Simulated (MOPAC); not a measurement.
Input for MOPAC: PM6 on C2H3NO2 (a complex).

```
PM6 1SCF PRECISE CHARGE=0 THREADS=1
C2H3NO2

C      0.29125762 1     0.19456602 1    -0.14672380 1
N     -0.25247303 1    -0.29445536 1     0.73202798 1
H      0.80142222 1     0.65319044 1    -0.96423133 1
O      0.94392952 1     0.64539657 1     3.80661337 1
C      0.10130411 1    -0.08622643 1     4.25115348 1
O     -0.76541025 1    -0.80724470 1     3.53948333 1
H     -0.06369948 1    -0.25671390 1     5.32450900 1
H     -0.61165143 1    -0.64979494 1     2.58194558 1
```

The log:

```
*******************************************************************************
 **                                                                           **
 **                              MOPAC v23.2.5                                **
 **                                                                           **
 *******************************************************************************
 ** MOPAC's Digital Object Identifier: https://doi.org/10.5281/zenodo.6511958 **
 **                                                                           **
 ** Please cite the open-source release paper for use of this MOPAC version:  **
 ** J. E. Moussa and J. J. P. Stewart (2026)                                  **
 ** MOPAC: An open-source semiempirical molecular orbital program             **
 ** J. Open Source Softw., 11(119), 8025, https://doi.org/10.21105/joss.08025 **
 *******************************************************************************

                              PM6 CALCULATION RESULTS

 *******************************************************************************
 *  PM6        - The PM6 Hamiltonian to be used
 *
 *
 *
 *                 CHARGE ON SYSTEM = 0
 *
 *
 *
 *  PRECISE    - TIGHTER CRITERIA TO BE USED
 *  1SCF       - DO 1 SCF AND THEN STOP
 *  THREADS=1  - MULTI-THREADING NOT USED
 *  T=         - A TIME OF 172800.0 SECONDS REQUESTED
 *  DUMP=N     - RESTART FILE WRITTEN EVERY 7200.0 SECONDS REQUESTED
 *******************************************************************************
PM6 1SCF PRECISE CHARGE=0 THREADS=1
 C2H3NO2

   ATOM   CHEMICAL          X               Y               Z
  NUMBER   SYMBOL      (ANGSTROMS)     (ANGSTROMS)     (ANGSTROMS)

     1       C          0.29125762  *   0.19456602  *  -0.14672380  *
     2       N         -0.25247303  *  -0.29445536  *   0.73202798  *
     3       H          0.80142222  *   0.65319044  *  -0.96423133  *
     4       O          0.94392952  *   0.64539657  *   3.80661337  *
     5       C          0.10130411  *  -0.08622643  *   4.25115348  *
     6       O         -0.76541025  *  -0.80724470  *   3.53948333  *
     7       H         -0.06369948  *  -0.25671390  *   5.32450900  *
     8       H         -0.61165143  *  -0.64979494  *   2.58194558  *



          CARTESIAN COORDINATES

    NO.       ATOM           X           Y           Z

     1         C          0.2913      0.1946     -0.1467
     2         N         -0.2525     -0.2945      0.7320
     3         H          0.8014      0.6532     -0.9642
     4         O          0.9439      0.6454      3.8066
     5         C          0.1013     -0.0862      4.2512
     6         O         -0.7654     -0.8072      3.5395
     7         H         -0.0637     -0.2567      5.3245
     8         H         -0.6117     -0.6498      2.5819

 General Reference for PM6:
 "Optimization of Parameters for Semiempirical Methods V: Modification of NDDO Approximations
 and Application to 70 Elements", J. J. P. Stewart, J. Mol. Mod., 13, 1173-1213 (2007)
 URL: https://link.springer.com/article/10.1007/s00894-007-0233-4

           Empirical Formula: C2 H3 N O2  =     8 atoms



      MOLECULAR POINT GROUP   :   Cs


      RHF CALCULATION, NO. OF DOUBLY OCCUPIED LEVELS = 14


 -------------------------------------------------------------------------------
 PM6 1SCF PRECISE CHARGE=0 THREADS=1
 C2H3NO2



     1SCF WAS SPECIFIED, SO BFGS WAS NOT USED
     SCF FIELD WAS ACHIEVED


                              PM6 CALCULATION
                                                       MOPAC v23.2.5 Linux




          FINAL HEAT OF FORMATION =        -55.14180 KCAL/MOL =    -230.71329 KJ/MOL


          COSMO AREA              =        116.83 SQUARE ANGSTROMS
          COSMO VOLUME            =         96.32 CUBIC ANGSTROMS

          IONIZATION POTENTIAL    =         11.058407 EV
          HOMO LUMO ENERGIES (EV) =        -11.058  0.612
          NO. OF FILLED LEVELS    =         14
          MOLECULAR WEIGHT        =         73.0512         POINT GROUP:  Cs

          MOLECULAR DIMENSIONS (Angstroms)

            Atom       Atom       Distance
            H     7    H     3     6.41285
            O     6    O     4     2.25229
            C     5    N     2     0.00135


          SCF CALCULATIONS        =          1





   ATOM   CHEMICAL          X               Y               Z
  NUMBER   SYMBOL      (ANGSTROMS)     (ANGSTROMS)     (ANGSTROMS)

     1       C          0.29125762  *   0.19456602  *  -0.14672380  *
     2       N         -0.25247303  *  -0.29445536  *   0.73202798  *
     3       H          0.80142222  *   0.65319044  *  -0.96423133  *
     4       O          0.94392952  *   0.64539657  *   3.80661337  *
     5       C          0.10130411  *  -0.08622643  *   4.25115348  *
     6       O         -0.76541025  *  -0.80724470  *   3.53948333  *
     7       H         -0.06369948  *  -0.25671390  *   5.32450900  *
     8       H         -0.61165143  *  -0.64979494  *   2.58194558  *

                             CARTESIAN COORDINATES

   1    C        0.291257620     0.194566020    -0.146723800
   2    N       -0.252473030    -0.294455360     0.732027980
   3    H        0.801422220     0.653190440    -0.964231330
   4    O        0.943929520     0.645396570     3.806613370
   5    C        0.101304110    -0.086226430     4.251153480
   6    O       -0.765410250    -0.807244700     3.539483330
   7    H       -0.063699480    -0.256713900     5.324509000
   8    H       -0.611651430    -0.649794940     2.581945580


           Empirical Formula: C2 H3 N O2  =     8 atoms



      MOLECULAR POINT GROUP   :   Cs


                  EIGENVALUES
 -32.64319 -32.44246 -31.14706 -23.77796 -20.98279 -17.84998 -17.28969 -15.93382
 -14.66087 -14.64400 -14.11666 -13.25704 -12.14170 -11.05841   0.61180   0.62980
   0.67310   2.46209   3.64888   4.11872   4.45989   4.93713   5.77606


              NET ATOMIC CHARGES AND DIPOLE CONTRIBUTIONS

  ATOM NO.   TYPE          CHARGE      No. of ELECS.   s-Pop       p-Pop
    1          C          -0.006041        4.0060     1.16247     2.84357
    2          N          -0.203295        5.2033     1.78741     3.41589
    3          H           0.226836        0.7732     0.77316
    4          O          -0.520512        6.5205     1.84613     4.67438
    5          C           0.503129        3.4969     1.11353     2.38334
    6          O          -0.495202        6.4952     1.80492     4.69028
    7          H           0.137200        0.8628     0.86280
    8          H           0.357885        0.6421     0.64211
 DIPOLE           X         Y         Z       TOTAL
 POINT-CHG.    -0.277    -0.194    -1.476     1.515
 HYBRID         0.366     0.341    -1.028     1.144
 SUM            0.090     0.147    -2.504     2.510


          ATOMIC ORBITAL ELECTRON POPULATIONS

     Atom    s        px        py        pz
    1  C   1.16247   0.93497   0.93163   0.97697
    2  N   1.78741   1.11898   1.11232   1.18459
    3  H   0.77316
    4  O   1.84613   1.42824   1.44385   1.80229
    5  C   1.11353   0.73297   0.71977   0.93060
    6  O   1.80492   1.62088   1.67680   1.39260
    7  H   0.86280
    8  H   0.64211

 **********************
 *                    *
 * JOB ENDED NORMALLY *
 *                    *
 **********************




 == MOPAC DONE ==
```

The run finished.

Cost: around 0.020 core-seconds (rough).
